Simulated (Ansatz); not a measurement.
## Forces on a displaced structure

SiH2SeS (SMILES S=[SiH][SeH]), closed shell, displaced at random from a GFN2-xTB minimum.

```xyz
5
angstrom
S -2.0664 0.0813 0.9206
Si -0.5268 -0.4666 0.2377
Se 1.5009 0.5534 0.2881
H -0.1816 -1.7732 -0.6345
H 1.3310 1.5219 -0.8281
```

Computed with Ansatz 0.2.0 (basis: def2-TZVPP); correlated methods freeze the cores. Filled d shells of the heavier atoms are correlated. The def2 sets are not built for correlating such inner shells, so the correlated values are less sure here.

CCSD(T) forces from the calculation:
| atom | Fx | Fy | Fz (eV/Å) |
| --- | --- | --- | --- |
| S1 | -6.833 | 2.287 | 3.047 |
| Si2 | 7.218 | -3.599 | -4.448 |
| Se3 | 0.576 | 0.491 | -0.073 |
| H4 | -0.675 | 1.219 | 1.086 |
| H5 | -0.286 | -0.398 | 0.388 |

(1) Which atom feels the largest CCSD(T) force, and how large is it?

The T1 diagnostic stays at or below 0.012. These are differences at one structure, and CCSD(T) in triple zeta is itself an approximation.

## Answers

(1) Si2, 9.21 eV/Å, along (0.78, -0.39, -0.48).

Root-mean-square difference of the force components from those of CCSD(T): PBE0-D4 0.190; wB97M-V 0.219; r2SCAN-D4 0.140; PBE-D4 0.182; BLYP-D4 0.207; LC-wPBE 0.367 eV/Å.

For scale, one of the runs: CCSD(T)/def2-TZVPP forces, 160 basis functions (an equivalent command: `ansatz run in.yaml --threads 4`). The run took 93 s on 4 CPU threads (shared host), with 1.9 GiB of host memory at its peak.
